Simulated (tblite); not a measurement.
Species: C2H6BClN (doublet state).
Atom-mapped SMILES: `[CH2:1][CH2:2][B:3]([NH2:4])[Cl:5]` (hydrogens: H6, H7 on C1; H8, H9 on C2; H10, H11 on N4)

Computed with GFN2-xTB (tblite), gas phase: L-BFGS steps from a force-field or distance-geometry start until the largest atomic force falls under 0.01 eV/Å.

Geometry at step 19:
```
atom  x, y, z in Å
C1     -1.8882   -0.1742    0.1143
C2     -0.5516   -0.1573   -0.5059
B3      0.7060    0.0963    0.5134
N4      2.0842    0.1369    0.0775
Cl5     0.3916    0.4694    2.1433
H6     -2.4129    0.7583    0.2381
H7     -2.2999   -1.0942    0.4911
H8     -0.3674   -1.0579   -1.1056
H9     -0.4968    0.6923   -1.2031
H10     2.4552   -0.6572   -0.4196
H11     2.3851    0.9903   -0.3695
```

Task: What forces act on the atoms?

Result: 
```json
{"atom": "C1", "Fx (eV/Å)": "0.075", "Fy (eV/Å)": "-0.036", "Fz (eV/Å)": "-0.266"}
{"atom": "C2", "Fx (eV/Å)": "0.096", "Fy (eV/Å)": "0.041", "Fz (eV/Å)": "0.083"}
{"atom": "B3", "Fx (eV/Å)": "-0.076", "Fy (eV/Å)": "0.019", "Fz (eV/Å)": "-0.217"}
{"atom": "N4", "Fx (eV/Å)": "-0.153", "Fy (eV/Å)": "0.007", "Fz (eV/Å)": "-0.006"}
{"atom": "Cl5", "Fx (eV/Å)": "-0.033", "Fy (eV/Å)": "0.112", "Fz (eV/Å)": "0.070"}
{"atom": "H6", "Fx (eV/Å)": "0.020", "Fy (eV/Å)": "-0.267", "Fz (eV/Å)": "0.134"}
{"atom": "H7", "Fx (eV/Å)": "0.020", "Fy (eV/Å)": "0.226", "Fz (eV/Å)": "0.015"}
{"atom": "H8", "Fx (eV/Å)": "-0.034", "Fy (eV/Å)": "0.015", "Fz (eV/Å)": "0.149"}
{"atom": "H9", "Fx (eV/Å)": "0.038", "Fy (eV/Å)": "-0.087", "Fz (eV/Å)": "0.051"}
{"atom": "H10", "Fx (eV/Å)": "-0.110", "Fy (eV/Å)": "0.057", "Fz (eV/Å)": "-0.228"}
{"atom": "H11", "Fx (eV/Å)": "0.157", "Fy (eV/Å)": "-0.087", "Fz (eV/Å)": "0.215"}
```

The largest, 0.30 eV/Å, acts on H6; the rms over all components is 0.125 eV/Å. The forces sum to zero within rounding, as they must for an isolated molecule in no field.

Task: Give the force on H6 in Eh/bohr and in nN.

Result: 0.299 eV/Å ÷ 51.422 = 0.00582 Eh/bohr, and 0.299 eV/Å × 1.602 = 0.48 nN.

Task: How far is this geometry from the end of the optimisation?

Result: 0.851 eV above it, and 0.450 Å rms away after alignment. The bonds farthest from their final lengths, with half the difference of the two atoms' forces along the bond (positive lengthens):

```json
{"bond": "B3–N4", "now (Å)": "1.446", "final (Å)": "1.385", "force along bond (eV/Å)": "-0.07"}
{"bond": "B3–Cl5", "now (Å)": "1.701", "final (Å)": "1.731", "force along bond (eV/Å)": "+0.14"}
{"bond": "C2–B3", "now (Å)": "1.639", "final (Å)": "1.616", "force along bond (eV/Å)": "-0.16"}
{"bond": "C2–H9", "now (Å)": "1.100", "final (Å)": "1.095", "force along bond (eV/Å)": "-0.04"}
{"bond": "C1–H6", "now (Å)": "1.077", "final (Å)": "1.072", "force along bond (eV/Å)": "-0.06"}
{"bond": "C1–H7", "now (Å)": "1.076", "final (Å)": "1.073", "force along bond (eV/Å)": "-0.05"}
```

The angle farthest from its final value is B3–N4–H11, 116.2° against 123.0°.

Of the 3 listed bonds off by 0.010 Å or more, this force points towards the final length in 3.

What follows is the cost of the whole relaxation. Hardware: one thread, Arm Neoverse V1 (aarch64), no GPU (shared host). Cost: 0.33 s wall.
